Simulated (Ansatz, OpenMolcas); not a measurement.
**Predicting a hybrid from its neighbours: C5H8O2 (acetylacetone (keto form))**

C5H8O2 has 15 atoms, charge 0, and is taken as a singlet. As SMILES, `CC(=O)CC(C)=O`. Geometry: relaxed at PBE0-D4/def2-TZVP. This is one conformer, not always the lowest.

The HOMO–LUMO gap y, in eV, basis 6-31G(d); a is the functional's share of exact exchange. Programs: Ansatz 0.2.0, OpenMolcas 26.06.

| functional | program | a | y (eV) |
| --- | --- | --- | --- |
| BLYP | Ansatz | 0 | 3.50 |
| TPSS | OpenMolcas | 0 | 3.68 |
| B3LYP | Ansatz | 0.2 | ? |
| PBE0 | Ansatz | 0.25 | 6.15 |
| BHLYP | Ansatz | 0.5 | 8.95 |

**Question.** Fit y = c + s·a to the known rows and predict B3LYP.

**Answer.** 
1. Means of the 4 rows: a = 0.1875, y = 5.570.
2. Σ(Δa)² = 0.17188, Σ(Δa·Δy) = 1.835, so the slope is 1.835/0.17188 = 10.676.
3. Intercept: 5.570 − (10.676) × 0.1875 = 3.568. The largest residual of the fit is 0.11.
4. B3LYP: 3.568 + (10.676) × 0.2 = 5.70 eV.

The run gave 5.65 eV, so the prediction is off by +0.05 eV, within the scatter of the fit. Exact exchange lowers occupied levels and raises empty ones. The rows mix families of semi-local functionals, which the line can't see.
